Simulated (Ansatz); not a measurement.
BMe2(CN) (C3H6BN): single points at one geometry.

```yaml
crystal:
  periodic: [false, false, false]
  atoms:
    - {symbol: B, position_ang: [-0.119925, -0.205751, 0.001574]}
    - {symbol: C, position_ang: [1.445325, -0.267788, -0.016584]}
    - {symbol: H, position_ang: [1.747407, -0.457622, 1.042786]}
    - {symbol: H, position_ang: [1.930373, 0.680203, -0.320850]}
    - {symbol: H, position_ang: [1.860023, -1.118552, -0.593533]}
    - {symbol: C, position_ang: [-0.948706, 1.123570, 0.011447]}
    - {symbol: H, position_ang: [-1.267774, 1.282730, -1.048013]}
    - {symbol: H, position_ang: [-0.363871, 2.016987, 0.305223]}
    - {symbol: H, position_ang: [-1.890671, 1.067854, 0.593011]}
    - {symbol: C, position_ang: [-0.901835, -1.552245, 0.009170]}
    - {symbol: N, position_ang: [-1.490345, -2.569397, 0.015779]}
basis:
  gaussian: {orbitals: def2-TZVPD, initial_orbitals: start.molden}
hamiltonian: {xc: pbe0, dispersion: d4}
scf: {omitted_lower_state_checks: [starts]}
output: {orbitals: {seedname: orbitals}}
```

The file start.molden holds the orbitals of an earlier run on this structure, at another level or in another basis.

```sh
$ ansatz run in.yaml --threads 4 --pin off --events-out ev --progress --plain --max-ram 3916MiB
```

Output, abridged:

```
Functional definition: PBE0
1172 factors; their error is unknown
mean field evaluation 1: about -5370.3956 eV, gradient 3.4e0 eV
mean field evaluation 2: about -5370.4107 eV, gradient 2.2e-2 eV
mean field evaluation 4: about -5370.4047 eV, gradient 2.3e-4 eV
mean field -5370.40469796 eV, -197.3587324589 hartree, gradient 9.9e-6 eV, S^2 0.000000; 0 other end points of the search recorded, 0 dependent functions left out
reference -5370.40473860 eV, -197.3587339525 hartree; 18, 18 occupied and 221, 221 virtual orbitals, 1172 factors
Total energy: -5370.55948240 eV, -197.3644206824 hartree
Checks for a lower state left out: starts
```

Run time 2.4 s (4 threads of Arm Neoverse V2 on a shared host).

The first input with `gaussian: {orbitals: def2-TZVP, initial_orbitals: start.molden}`, `hamiltonian: {xc: pbe}`, `correlation: {method: rpa}` and without the key `output` (abridged; 3.1 s):

```
Functional definition: PBE
mean field -5369.83326641 eV, -197.3377327367 hartree, gradient 2.0e-6 eV, S^2 0.000000
5 core orbitals not correlated: weight in the atoms' cores, before any rotation towards them, 1.000 or more for the frozen orbitals, at most 0.000 for the correlated occupied ones
Total energy: -5375.18412621 eV, -197.5343732076 hartree
Checks for a lower state left out: starts
```

The first input with `gaussian: {orbitals: def2-TZVP, initial_orbitals: start.molden}`, `hamiltonian: {xc: lda}` (abridged; 0.8 s):

```
Functional definition: SPW92
mean field -5326.85633152 eV, -195.7583595106 hartree, gradient 1.9e-5 eV, S^2 0.000000
Total energy: -5326.85636842 eV, -195.7583608664 hartree
Checks for a lower state left out: starts
```

The first input with `gaussian: {orbitals: def2-TZVP, initial_orbitals: start.molden}`, `hamiltonian: {xc: {name: revPBE}, dispersion: d4}` (abridged; 1.2 s):

```
Functional definition: revPBE
mean field -5375.71545830 eV, -197.5538993017 hartree, gradient 2.0e-5 eV, S^2 0.000000
Total energy: -5376.31362786 eV, -197.5758816274 hartree
Checks for a lower state left out: starts
```

As the first input, with `hamiltonian: {xc: r2scan, dispersion: d4}` (abridged; 3.6 s):

```
Functional definition: r2SCAN
mean field -5373.86579489 eV, -197.4859254253 hartree, gradient 1.0e-5 eV, S^2 0.000000
Total energy: -5373.91362703 eV, -197.4876832240 hartree
Checks for a lower state left out: starts
```

The first input with `hamiltonian: {xc: pbe, dispersion: d4}` (abridged; 1.9 s):

```
Functional definition: PBE
mean field -5369.85432941 eV, -197.3385067880 hartree, gradient 1.9e-5 eV, S^2 0.000000
Total energy: -5370.03764363 eV, -197.3452434610 hartree
Checks for a lower state left out: starts
```

First input, but with `gaussian: {orbitals: def2-TZVP, initial_orbitals: start.molden}`, `hamiltonian: {xc: hse06, dispersion: d4}` (abridged; 1.8 s):

```
Functional definition: HSE06
mean field -5370.06942970 eV, -197.3464115779 hartree, gradient 1.9e-5 eV, S^2 0.000000
Total energy: -5370.21272271 eV, -197.3516774986 hartree
Checks for a lower state left out: starts
```

Geometry: PBE-D4/def2-SVP.

HSE06 is defined as in plane-wave codes, on full-range PBE exchange. Correlated methods freeze 5 core orbitals.
